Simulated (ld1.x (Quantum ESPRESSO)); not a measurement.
Scattering properties, TM potential for Ge (Z = 32)

Ge, norm-conserving Troullier–Martins (Kleinman–Bylander form), made with ld1.x (Quantum ESPRESSO) 7.5 (PBE, non-relativistic). Core [Ar] 3d10, reference 4s1.75 4p2.25. Waves: 4s (bound): rc 1.95 bohr; 4p (bound): rc 2.45 bohr; 4d channel at -0.05 Ry: rc 2.45 bohr. Local part: all-electron potential smoothed inside 2.25 bohr (lloc = -1). Core correction: Bessel-smoothed model core inside 1.95 bohr.

The phase is arctan(r·u′/u) with u = r·R(r), unwrapped; energies in Ry, scanned from -3 to 5 Ry. A pole is an energy at which the radial function vanishes at the test radius. The pseudo phase is shifted by a multiple of π to meet the all-electron one at the reference energy, and phase errors are pseudo minus all-electron; the curves can meet again beyond the range given. Levels narrower than the energy grid can be missing from the lists of poles.

```csv
channel,radius (bohr),reference energy (Ry),"poles, all-electron","poles, pseudo",unbroken range about the reference energy with phases within 0.05 rad,phase error 1 Ry above the reference energy (rad)
s,2.66,-0.86,0.01,0.00,below 1.9,-0.002
p,2.66,-0.30,1.05,1.03,below 2.6,-0.004
d,2.66,-0.05,"-2.23, 2.97",2.57,-2.1 to 0.7,-0.095
```

Phases in the d channel:

```json
{"E (Ry)": "-3.00", "all-electron": "1.352", "pseudo": "-1.782"}
{"E (Ry)": "-2.76", "all-electron": "1.340", "pseudo": "-1.790"}
{"E (Ry)": "-2.52", "all-electron": "1.319", "pseudo": "-1.799"}
{"E (Ry)": "-2.28", "all-electron": "1.026", "pseudo": "-1.809"}
{"E (Ry)": "-2.04", "all-electron": "-1.791", "pseudo": "-1.821"}
{"E (Ry)": "-1.80", "all-electron": "-1.820", "pseudo": "-1.835"}
{"E (Ry)": "-1.56", "all-electron": "-1.841", "pseudo": "-1.851"}
{"E (Ry)": "-1.32", "all-electron": "-1.863", "pseudo": "-1.869"}
{"E (Ry)": "-1.08", "all-electron": "-1.888", "pseudo": "-1.893"}
{"E (Ry)": "-0.84", "all-electron": "-1.918", "pseudo": "-1.921"}
{"E (Ry)": "-0.60", "all-electron": "-1.957", "pseudo": "-1.959"}
{"E (Ry)": "-0.36", "all-electron": "-2.007", "pseudo": "-2.008"}
{"E (Ry)": "-0.12", "all-electron": "-2.078", "pseudo": "-2.079"}
{"E (Ry)": "0.12", "all-electron": "-2.184", "pseudo": "-2.185"}
{"E (Ry)": "0.36", "all-electron": "-2.356", "pseudo": "-2.361"}
{"E (Ry)": "0.60", "all-electron": "-2.656", "pseudo": "-2.682"}
{"E (Ry)": "0.84", "all-electron": "-3.158", "pseudo": "-3.233"}
{"E (Ry)": "1.08", "all-electron": "-3.724", "pseudo": "-3.825"}
{"E (Ry)": "1.32", "all-electron": "-4.106", "pseudo": "-4.193"}
{"E (Ry)": "1.56", "all-electron": "-4.322", "pseudo": "-4.394"}
{"E (Ry)": "1.80", "all-electron": "-4.452", "pseudo": "-4.516"}
{"E (Ry)": "2.04", "all-electron": "-4.538", "pseudo": "-4.597"}
{"E (Ry)": "2.28", "all-electron": "-4.599", "pseudo": "-4.657"}
{"E (Ry)": "2.52", "all-electron": "-4.646", "pseudo": "-4.704"}
{"E (Ry)": "2.76", "all-electron": "-4.684", "pseudo": "-4.745"}
{"E (Ry)": "3.00", "all-electron": "-4.716", "pseudo": "-4.782"}
{"E (Ry)": "3.24", "all-electron": "-4.745", "pseudo": "-4.818"}
{"E (Ry)": "3.48", "all-electron": "-4.773", "pseudo": "-4.856"}
{"E (Ry)": "3.72", "all-electron": "-4.800", "pseudo": "-4.898"}
{"E (Ry)": "3.96", "all-electron": "-4.829", "pseudo": "-4.948"}
{"E (Ry)": "4.20", "all-electron": "-4.859", "pseudo": "-5.011"}
{"E (Ry)": "4.44", "all-electron": "-4.895", "pseudo": "-5.098"}
{"E (Ry)": "4.68", "all-electron": "-4.938", "pseudo": "-5.231"}
{"E (Ry)": "4.92", "all-electron": "-4.993", "pseudo": "-5.456"}
```
